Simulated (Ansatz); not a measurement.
Geometry optimisation, Ansatz 0.2.0, RKS PBE/6-31G*.

Input:

```yaml
crystal:
  periodic: [false, false, false]
  atoms:
    - { symbol: B, position_ang: [0.0, 0.0, 0.0] }
    - { symbol: "N", position_ang: [0.0, 0.0, 1.9] }
    - { symbol: H, position_ang: [-0.877, -0.2713, 2.43] }
    - { symbol: H, position_ang: [0.877, 0.2713, 2.43] }
    - { symbol: F, position_ang: [1.1431, 0.0, -0.66] }
    - { symbol: O, position_ang: [-1.2211, 0.0, -0.705] }
    - { symbol: H, position_ang: [-1.7308, -0.8467, -0.4965] }
    - { symbol: S, position_ang: [-0.2739, 2.0601, 0.6906] }
    - { symbol: H, position_ang: [-1.575, 2.4834, 0.394] }
    - { symbol: H, position_ang: [-0.1503, 1.1307, 1.7562] }
basis:
  gaussian: { orbitals: "6-31G*" }
hamiltonian:
  xc: pbe
relax:
  f_tol: 0.15
  max_steps: 25
  restrain:
    - { distance: [0, 7], at: 3.09, k: 30.0 }
    - { distance: [9, 1], at: 2.26, k: 30.0 }
    - { distance: [0, 1], at: 1.55, k: 30.0 }
    - { distance: [9, 7], at: 1.4, k: 30.0 }
```

Run as:

```bash
$ ansatz run input.yaml --threads 2 --pin off --max-ram 3072MiB --backend cpu --events-out ev --progress --plain --runs-dir out
```

Task: Where does it end, and by what steps?

Result: It converged. The restraints hold the end off the free minimum. After 11 steps the energy has fallen by 3.824 eV (the restraints' own energy left out); S8 moved furthest, 0.91 Å. Parted: N2–H10 (1.15 → 2.26 Å).

```tsv
step	energy less start (eV)	largest force component (eV/Å)	accepted
0	0.0000	5.974	yes
1	-0.7921	3.157	yes
2	-1.4556	2.437	yes
3	-2.3356	2.279	yes
4	-3.2759	1.395	yes
5	-3.5509	0.903	yes
6	-3.6898	1.158	yes
7	-3.7187	1.597	yes
8	-3.7848	1.703	yes
9	-3.8224	1.674	yes
10	-3.8241	2.096	no
11	-3.8237	1.706	yes
```

```xyz
10
Properties=species:S:1:pos:R:3
B 0.018 -0.088 0.252
N 0.060 -0.415 1.703
H -0.736 -0.731 2.250
H 0.947 -0.487 2.195
F 1.166 0.218 -0.366
O -1.132 -0.127 -0.507
H -1.899 -0.448 0.001
S -0.579 2.915 0.771
H -1.299 2.189 -0.122
H -0.355 1.801 1.563
```

Run time: 22 s on 2 threads of Arm Neoverse V2, on a shared host, peak memory 0.18 GiB.
